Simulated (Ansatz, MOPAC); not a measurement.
Gas-phase reaction in SMILES: [SiH2][SiH2]F → F[SiH][SiH3]

Wanted: isomerisation energy (enthalpy at 298 K), in kcal/mol. Conventions: spin-orbit terms left out; six Cartesian d functions in 6-31G* and its kin unless marked 5d; non-relativistic; open shells spin-unrestricted; no dispersion term unless named; valence correlation only. CBS marks a two-point X^-3 extrapolation of the correlation energy; Hartree-Fock from the larger set. Ab initio and DFT rows: single points at B3LYP-D3(BJ) geometries (Ansatz, a quantum-chemistry and plane-wave program), with unscaled harmonic terms from B3LYP/6-31G* (Ansatz) at its own minima. Semi-empirical rows: MOPAC heats of formation at their own minima for 298 K.

| species | coefficient | E at B3LYP/6-31G* (Ansatz), Eh | E at wB97X-V/def2-TZVPD (Ansatz), Eh | H(298 K) - E, kcal/mol | heat of formation at PM3 (MOPAC), kcal/mol |
|---|---|---|---|---|---|
| F[SiH2][SiH2] | -1 | -681.23229 | -681.17023 | 26.23 | -43.77 |
| F[SiH][SiH3] | +1 | -681.22933 | -681.16798 | 26.27 | -49.57 |

Coupled cluster (Ansatz) is a level with limits of its own, used here on species with T1 under 0.025 (0.045 for open shells) and stable references: CCSD(T)/CBS(aug-cc-pV(T+d)Z,aug-cc-pV(Q+d)Z). Value to compare with, CCSD(T)/CBS(aug-cc-pV(T+d)Z,aug-cc-pV(Q+d)Z) (Ansatz): 2.6 kcal/mol. 1 Eh = 627.5095 kcal/mol.

### Question
Work the quantity out at each level, and compare with CCSD(T)/CBS(aug-cc-pV(T+d)Z,aug-cc-pV(Q+d)Z) (Ansatz).

### Answer

- B3LYP/6-31G*: the sum of coefficient times E is 0.00296 Eh, or 1.86 kcal/mol; the thermal terms add 0.04. Result: 1.9 kcal/mol. Its difference against CCSD(T)/CBS(aug-cc-pV(T+d)Z,aug-cc-pV(Q+d)Z) (Ansatz) is -0.7 kcal/mol.
- wB97X-V/def2-TZVPD: the sum of coefficient times E is 0.00225 Eh, or 1.41 kcal/mol; the thermal terms add 0.04. Result: 1.5 kcal/mol. Its difference against CCSD(T)/CBS(aug-cc-pV(T+d)Z,aug-cc-pV(Q+d)Z) (Ansatz) is -1.1 kcal/mol.
- PM3: the sum of coefficient times heat of formation is -5.80 kcal/mol; it needs no thermal term. Its difference against CCSD(T)/CBS(aug-cc-pV(T+d)Z,aug-cc-pV(Q+d)Z) (Ansatz) is -8.4 kcal/mol.
